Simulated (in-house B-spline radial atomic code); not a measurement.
Relativistic effects in Ga3+, [Ar] 3d10: non-relativistic Hartree-Fock (point nucleus) against Dirac-Hartree-Fock (Fermi nucleus of rms radius 3.9973 fm), both averages of the configuration, computed with a B-spline radial code for spherical atoms.

| orbital | ε NR (Eh) | ε Dirac (Eh) | <r> NR (bohr) | <r> Dirac (bohr) | change of <r> (%) |
| --- | --- | --- | --- | --- | --- |
| 1s1/2 | -380.05 | ? | 0.04941 | ? | ? |
| 2s1/2 | -49.379 | ? | 0.2206 | ? | ? |
| 2p1/2 | -43.71 | -44.667 | 0.1921 | 0.1882 | -2.0 |
| 2p3/2 | -43.71 | -43.638 | 0.1921 | 0.1917 | -0.2 |
| 3s1/2 | -7.6 | -7.7971 | 0.6614 | 0.6512 | -1.5 |
| 3p1/2 | -5.6975 | -5.8455 | 0.6832 | 0.6721 | -1.6 |
| 3p3/2 | -5.6975 | -5.7035 | 0.6832 | 0.6819 | -0.2 |
| 3d3/2 | -2.4082 | -2.402 | 0.7738 | 0.7737 | 0.0 |
| 3d5/2 | -2.4082 | -2.3824 | 0.7738 | 0.779 | +0.7 |

(1) What happens to 2s1/2?

(2) What happens to 1s1/2?

(3) What explains the pattern of contraction and expansion?

(4) By how much does the total energy change?

## Answers

(1) Its energy goes to -50.523 hartree and <r> to 0.2167 bohr (-1.78 %).

(2) Its energy goes to -385.16 hartree and <r> to 0.04858 bohr (-1.68 %).

(3) Expansion is seen in 3d5/2. The s and p1/2 orbitals contract directly, screen the nucleus better, and so push out orbitals that have little density near the nucleus; spin-orbit coupling adds to this for j = l + 1/2 and opposes it for j = l - 1/2.

(4) By -19.276 hartree, from -1921.309 to -1940.585.
